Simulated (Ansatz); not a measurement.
Reaction (formal exchange of groups at a Y–Cl bond): `[Cl][Y]([Cl])[Cl]` + CH₄ → `[CH3][Y]([Cl])[Cl]` + HCl

Isolated molecules relaxed with PBE0-D4/def2-TZVP in Ansatz; ΔE leaves out vibrations. CCSD(T)/CBS is the MP2 limit (def2-TZVPP, def2-QZVPP) plus CCSD(T) − MP2 in def2-TZVPP, frozen cores. This one scheme is used for every species. Functionals use def2-TZVPP. B3LYP here is the variant with VWN-RPA as its local correlation; programs differ in this. HSE06 is defined as in plane-wave codes. def2 core potentials past Kr. For Y outer-core shells are correlated without core-valence functions, which leaves a few kJ/mol of doubt a bond.

```json
{"level": "B3LYP-D4", "ΔE (kcal/mol)": "61.4", "difference from CCSD(T)/CBS": "0.8"}
{"level": "r2SCAN0-D4", "ΔE (kcal/mol)": "61.9", "difference from CCSD(T)/CBS": "1.3"}
{"level": "HSE06-D4", "ΔE (kcal/mol)": "60.3", "difference from CCSD(T)/CBS": "-0.3"}
{"level": "BHLYP-D4", "ΔE (kcal/mol)": "63.3", "difference from CCSD(T)/CBS": "2.7"}
{"level": "PBE", "ΔE (kcal/mol)": "59.2", "difference from CCSD(T)/CBS": "-1.4"}
{"level": "PBE0", "ΔE (kcal/mol)": "60.4", "difference from CCSD(T)/CBS": "-0.2"}
{"level": "r2SCAN0", "ΔE (kcal/mol)": "62.0", "difference from CCSD(T)/CBS": "1.4"}
{"level": "LC-ωPBE", "ΔE (kcal/mol)": "60.3", "difference from CCSD(T)/CBS": "-0.3"}
{"level": "HF/def2-SVP", "ΔE (kcal/mol)": "69.0", "difference from CCSD(T)/CBS": "8.4"}
{"level": "CCSD(T)/def2-SVP", "ΔE (kcal/mol)": "64.7", "difference from CCSD(T)/CBS": "4.1"}
{"level": "MP2/def2-TZVPP", "ΔE (kcal/mol)": "60.9", "difference from CCSD(T)/CBS": "0.3"}
{"level": "SCS-MP2/def2-TZVPP", "ΔE (kcal/mol)": "60.9", "difference from CCSD(T)/CBS": "0.3"}
{"level": "CCSD/def2-TZVPP", "ΔE (kcal/mol)": "59.9", "difference from CCSD(T)/CBS": "-0.7"}
{"level": "CCSD(T)/def2-TZVPP", "ΔE (kcal/mol)": "59.7", "difference from CCSD(T)/CBS": "-0.9"}
{"level": "MP2/CBS(def2)", "ΔE (kcal/mol)": "61.8", "difference from CCSD(T)/CBS": "1.2"}
{"level": "CCSD/CBS(def2)", "ΔE (kcal/mol)": "60.8", "difference from CCSD(T)/CBS": "0.2"}
{"level": "CCSD(T)/CBS", "ΔE (kcal/mol)": "60.6", "difference from CCSD(T)/CBS": "0"}
```

Largest T1 diagnostic among the species: 0.011.

From PBE to PBE0 (25 % exact exchange), in def2-TZVPP and without D4, ΔE moves by +1.1 kcal/mol. In def2-TZVPP, CCSD(T) changes the Hartree–Fock value by −5.8 kcal/mol (the triples alone add −0.2 kcal/mol) and MP2 by −4.6 kcal/mol. Leaving LDA and LC-ωPBE aside and taking each functional with its dispersion term where it has one, the values, not all of them listed here, spread over 4.4 kcal/mol, from revPBE-D4 to BHLYP-D4. LDA lies −1.0 kcal/mol from PBE without D4.
